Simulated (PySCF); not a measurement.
FGeH5SSi, SMILES F[SiH2][S][GeH3].

Geometry optimised at ωB97X-D3(BJ)/def2-SVP. The structure was generated by enumeration, and PubChem lists no compound with its InChIKey, so it may never have been made. Other conformers were not sampled.

Two levels are set side by side: PBE/def2-TZVP (PySCF) and M06-2X/def2-TZVP (PySCF). Same geometry, gas phase. Differences are taken from unrounded values.

```json
[
 {"quantity": "orbital gap (eV)", "PBE": "5.13"},
 {"quantity": "highest occupied level (eV)", "PBE": "-6.48"},
 {"quantity": "lowest empty level (eV)", "PBE": "-1.34"},
 {"quantity": "dipole moment (D)", "PBE": "1.02"},
 {"quantity": "mean polarisability (bohr³)", "PBE": "76.5"}
]
```

Task: These are the PBE values. What does M06-2X give? (An estimate is asked for; the answer gives what the named calculation found.)

Result: 
| quantity | M06-2X | PBE minus M06-2X |
|---|---|---|
| orbital gap (eV) | 9.29 | -4.16 |
| highest occupied level (eV) | -8.82 | 2.35 |
| lowest empty level (eV) | 0.47 | -1.81 |
| dipole moment (D) | 1.11 | -0.09 |
| mean polarisability (bohr³) | 73.1 | 3.4 |

PBE's occupied levels lie high since its potential decays too fast outside the molecule; exact exchange lowers them and widens the gap. Loosely held outer electrons make PBE densities more polarisable. Differences between two approximate levels are no errors against the true value.

Rough cost on one machine, each run with all the roots and properties that it gave: M06-2X against PBE about 3 times.
